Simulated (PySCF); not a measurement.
TaH5, SMILES [TaH5] (connectivity only; charge and spin as stated), neutral, multiplicity 1.

The structure is a stationary point at PBE0-D3(BJ)/def2-TZVPD. The multiplicity is an assumed one; other spin states were not compared. The def2 effective core potentials stand for the cores of Ta; spin–orbit coupling is left out.

Method: PySCF with TDDFT-PBE/def2-TZVPD.

Vertical excitations; the highest root listed may be one member of a degenerate set. The molecule is in vacuum. State labels are in the subgroup C2v.

```json
[
 {"state": "S1", "symmetry": "B1", "energy (eV)": "3.53", "λ (nm)": "351", "f": "0.007", "main pairs": "HOMO−1→LUMO (degenerate set)"},
 {"state": "S2", "symmetry": "B2", "energy (eV)": "3.53", "λ (nm)": "351", "f": "0.007", "main pairs": "HOMO→LUMO (degenerate set)"},
 {"state": "S3", "symmetry": "A2", "energy (eV)": "3.60", "λ (nm)": "345", "f": "0.000", "main pairs": "HOMO−2→LUMO 100 %"},
 {"state": "S4", "symmetry": "A1", "energy (eV)": "3.78", "λ (nm)": "328", "f": "0.000", "main pairs": "HOMO−3→LUMO 97 %"},
 {"state": "S5", "symmetry": "A2", "energy (eV)": "4.44", "λ (nm)": "279", "f": "0.000", "main pairs": "HOMO−1→LUMO+2 50 %, HOMO→LUMO+1 50 %"},
 {"state": "S6", "symmetry": "A1", "energy (eV)": "4.47", "λ (nm)": "278", "f": "0.000", "main pairs": "HOMO−1→LUMO+1 49 %, HOMO→LUMO+2 49 %"},
 {"state": "S7", "symmetry": "B1", "energy (eV)": "4.64", "λ (nm)": "267", "f": "0.005", "main pairs": "HOMO−1→LUMO+3, HOMO−3→LUMO+1 (degenerate set)"},
 {"state": "S8", "symmetry": "B2", "energy (eV)": "4.64", "λ (nm)": "267", "f": "0.005", "main pairs": "HOMO→LUMO+3, HOMO−3→LUMO+2 (degenerate set)"},
 {"state": "S9", "symmetry": "A2", "energy (eV)": "4.64", "λ (nm)": "267", "f": "0.000", "main pairs": "HOMO→LUMO+1, HOMO−1→LUMO+2 (degenerate set)"},
 {"state": "S10", "symmetry": "A1", "energy (eV)": "4.94", "λ (nm)": "251", "f": "0.052", "main pairs": "HOMO−3→LUMO+3 45 %, HOMO→LUMO+2 27 %, HOMO−1→LUMO+1 27 %"},
 {"state": "T1", "symmetry": "B1", "energy (eV)": "3.00", "λ (nm)": "413", "f": "0", "main pairs": "HOMO−1→LUMO (degenerate set)"},
 {"state": "T2", "symmetry": "B2", "energy (eV)": "3.00", "λ (nm)": "413", "f": "0", "main pairs": "HOMO→LUMO (degenerate set)"},
 {"state": "T3", "symmetry": "A2", "energy (eV)": "3.21", "λ (nm)": "387", "f": "0", "main pairs": "HOMO−2→LUMO 100 %"},
 {"state": "T4", "symmetry": "A1", "energy (eV)": "3.42", "λ (nm)": "363", "f": "0", "main pairs": "HOMO−3→LUMO 99 %"}
]
```
Triplets are in the Tamm–Dancoff approximation, which puts them higher than full response would, so one can lie above its singlet here.
